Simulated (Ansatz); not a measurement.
Coupled-cluster run, CH6FInSi (`[CH3][In]([F])[SiH3]`).

```yaml
crystal:
  periodic: [false, false, false]
  atoms:
    - {symbol: C, position_ang: [0.236090, 1.964643, -1.046510]}
    - {symbol: In, position_ang: [0.374389, -0.046687, -0.337405]}
    - {symbol: F, position_ang: [1.811049, -0.952633, -1.348382]}
    - {symbol: Si, position_ang: [-0.613612, -1.726729, 1.323698]}
    - {symbol: H, position_ang: [1.185936, 2.466368, -0.854075]}
    - {symbol: H, position_ang: [0.073755, 1.940904, -2.125142]}
    - {symbol: H, position_ang: [-0.571052, 2.515649, -0.565840]}
    - {symbol: H, position_ang: [0.456083, -2.204795, 2.239102]}
    - {symbol: H, position_ang: [-1.700898, -1.119618, 2.137806]}
    - {symbol: H, position_ang: [-1.168738, -2.888301, 0.579547]}
basis:
  gaussian: {orbitals: def2-SVP}
correlation: {method: ccsd_t}
```

```sh
$ ansatz run in.yaml --threads 4 --pin off --events-out ev --progress --plain
```

The program prints (abridged):

```
Functional definition: HF
1090 factors; integrals over basis functions are off by at most 1.3e-3 eV
mean field evaluation 1: about -16833.2850 eV, gradient 4.0e1 eV
mean field evaluation 2: about -16833.3504 eV, gradient 4.0e1 eV
mean field evaluation 4: about -16837.2048 eV, gradient 3.2e0 eV
mean field evaluation 8: about -16837.2676 eV, gradient 2.3e-1 eV
mean field -16837.26795146 eV, -618.7581845061 hartree, gradient 3.2e-6 eV, S^2 0.000000; 0 other end points of the search recorded, 0 dependent functions left out
11 core orbitals not correlated: weight in the atoms' cores, before any rotation towards them, 1.000 or more for the frozen orbitals, at most 0.000 for the correlated occupied ones
reference -16837.26795146 eV, -618.7581845061 hartree; 17, 17 occupied and 74, 74 virtual orbitals, 1090 factors
second order -14.26920809 eV of doubles, -0.00000000 eV of singles
cycle   1  -15.02487036 eV  change   -7.6e-1 eV  update   1.1e-1
cycle   2  -15.45007852 eV  change   -4.3e-1 eV  update   3.6e-2
cycle   3  -15.58826196 eV  change   -1.4e-1 eV  update   2.3e-2
cycle   4  -15.59274035 eV  change   -4.5e-3 eV  update   5.9e-3
cycle   5  -15.58917449 eV  change    3.6e-3 eV  update   2.8e-3
cycle   6  -15.58864925 eV  change    5.3e-4 eV  update   9.1e-4
cycle   7  -15.58856473 eV  change    8.5e-5 eV  update   3.6e-4
cycle   8  -15.58851692 eV  change    4.8e-5 eV  update   1.3e-4
cycle   9  -15.58853097 eV  change   -1.4e-5 eV  update   5.2e-5
cycle  10  -15.58855352 eV  change   -2.3e-5 eV  update   1.9e-5
perturbative correction -0.37863485 eV, -0.0139145740 hartree
Total energy: -16853.23513983 eV, -619.3449678558 hartree
```

Hardware: 4 threads of a server CPU on a shared host. Wall time 3 s, peak host memory 0.49 GiB.

Correlation energy per correlated electron: -0.470 eV. T1 diagnostic: 0.0132.
